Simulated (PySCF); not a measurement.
## Nuclear quadrupole coupling in (MeSi)4O6 adamantane

(MeSi)4O6 adamantane, C₄H₁₂O₆Si₄.
Structure used (PBE0-D3(BJ)/def2-SVP), in Å, numbered top down from 1:
```
atom  x, y, z in Å
Si1   -0.0284    1.7098   -0.3891
C2    -0.0568    3.4985   -0.7895
O3    -1.5183    0.9675   -0.5777
Si4   -1.6070   -0.6692   -0.2320
C5    -3.2817   -1.3807   -0.4581
O6    -1.0388   -0.8228    1.3359
Si7    0.4871   -0.2146    1.6629
C8     1.0041   -0.4385    3.4076
O9     0.4341    1.3910    1.1886
O10    1.5056   -0.9670    0.5666
Si11   1.1255   -0.8192   -1.0582
C12    2.3120   -1.6802   -2.1592
O13    1.0279    0.8286   -1.3450
O14   -0.4442   -1.3861   -1.2013
H15    0.9409    3.9377   -0.6445
H16   -0.7704    4.0220   -0.1369
H17   -0.3596    3.6491   -1.8359
H18   -3.5676   -1.3615   -1.5198
H19   -4.0210   -0.8052    0.1176
H20   -3.2973   -2.4230   -0.1075
H21    0.2403   -0.0337    4.0872
H22    1.9534    0.0856    3.5909
H23    1.1433   -1.5066    3.6292
H24    3.3283   -1.2912   -2.0003
H25    2.0361   -1.5247   -3.2123
H26    2.3110   -2.7597   -1.9494
```

Field gradients from the PBE0/pcSseg-1 density (PySCF, non-relativistic), principal values in atomic units, ordered |Vxx| ≤ |Vyy| ≤ |Vzz|:

```tsv
atom	Vxx	Vyy	Vzz
O3	-0.1348	-0.7603	0.8951
O6	-0.1359	-0.7571	0.8930
O9	-0.1359	-0.7578	0.8937
O10	-0.1348	-0.7584	0.8932
O13	-0.1337	-0.7613	0.8950
O14	-0.1334	-0.7598	0.8931
```

Task: Find the asymmetry η = (Vxx − Vyy)/Vzz and the couplings χ = eQV/h (234.96 MHz × Q in barn × V in au), with Q(17O) = −0.0256 b.

Result: 
```tsv
atom	environment	nucleus	η	χzz (MHz)	χxx (MHz)	χyy (MHz)
O3	oxygen bonded to 2 Si	17O	0.70	-5.38	0.81	4.57
O6	oxygen bonded to 2 Si	17O	0.70	-5.37	0.82	4.55
O9	oxygen bonded to 2 Si	17O	0.70	-5.38	0.82	4.56
O10	oxygen bonded to 2 Si	17O	0.70	-5.37	0.81	4.56
O13	oxygen bonded to 2 Si	17O	0.70	-5.38	0.80	4.58
O14	oxygen bonded to 2 Si	17O	0.70	-5.37	0.80	4.57
```

The tensor is traceless: Vxx + Vyy + Vzz = 0.

Task: What is Vzz at O14 in SI units (1 au = 9.71736 × 10²¹ V/m²)?

Result: 0.8931 au = 8.679 × 10²¹ V/m².

Task: And the gradient at the other heavy atoms, for which no coupling is worked out here?

Result: 
```csv
atom,environment,Vzz (au),η
Si1,silicon bonded to C and 3 O,-0.667,0.01
C2,carbon bonded to Si and 3 H,-0.061,0.00
Si4,silicon bonded to C and 3 O,-0.666,0.00
C5,carbon bonded to Si and 3 H,-0.061,0.01
Si7,silicon bonded to C and 3 O,-0.667,0.00
C8,carbon bonded to Si and 3 H,-0.060,0.01
Si11,silicon bonded to C and 3 O,-0.666,0.00
C12,carbon bonded to Si and 3 H,-0.061,0.00
```

Task: What couplings would deuterons (Q(2H) = 0.00286 b) have in place of the hydrogens, at this geometry?

Result: 
| atom | bonded to | bond length (Å) | Vzz (au) | η | χzz (kHz) |
| --- | --- | --- | --- | --- | --- |
| H15 | C2 | 1.100 | 0.2977 | 0.00 | 200 |
| H16 | C2 | 1.100 | 0.2978 | 0.00 | 200 |
| H17 | C2 | 1.100 | 0.2978 | 0.00 | 200 |
| H18 | C5 | 1.100 | 0.2979 | 0.00 | 200 |
| H19 | C5 | 1.100 | 0.2978 | 0.00 | 200 |
| H20 | C5 | 1.100 | 0.2975 | 0.00 | 200 |
| H21 | C8 | 1.100 | 0.2979 | 0.00 | 200 |
| H22 | C8 | 1.100 | 0.2976 | 0.00 | 200 |
| H23 | C8 | 1.100 | 0.2976 | 0.00 | 200 |
| H24 | C12 | 1.100 | 0.2976 | 0.00 | 200 |
| H25 | C12 | 1.100 | 0.2978 | 0.00 | 200 |
| H26 | C12 | 1.100 | 0.2977 | 0.00 | 200 |

One conformer (not necessarily the lowest) at the PBE0-D3(BJ)/def2-SVP geometry, without solvent, vibrations or thermal averaging. With a basis this small, the couplings can be 20 % off.

The run behind these numbers computed NMR shieldings as well. Hardware: an AMD EPYC 9R45 with 2 threads, shared host. Cost: 56 s wall, 2.2 min CPU (grids of density and orbitals included), 2.8 GiB resident at most.
